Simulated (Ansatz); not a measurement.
Mulliken charges of `F[Si](F)[SiH3]` radical from PBE/def2-TZVPP in Ansatz (PBE0-D4/def2-TZVP geometry).

```csv
atom,x (Å),y (Å),z (Å),charge (e)
F1,1.769,-0.877,1.361,-0.252
Si2,0.213,-0.992,1.008,0.513
F3,0.047,-2.388,0.244,-0.252
Si4,-0.386,0.773,-0.457,0.073
H5,0.428,0.766,-1.701,-0.025
H6,-0.184,2.045,0.282,-0.029
H7,-1.825,0.604,-0.783,-0.029
```

**Question.** By hand: the dipole of these point charges (1 e Å = 4.8032 D).

**Answer.** Σ q r = (-0.329, 0.274, 0.136) e Å, of length 0.449 e Å = 2.16 D.

**Question.** How does the dipole of the full density compare? (Best estimate.)

**Answer.** The calculation gave: (-0.195, 0.257, -0.048) e Å, 1.57 D; the point charges give 1.38 times that, at 29° from its direction.

Point charges leave out the atoms' own dipoles, such as those of lone pairs, and Mulliken's split depends on the basis, so the two needn't agree.
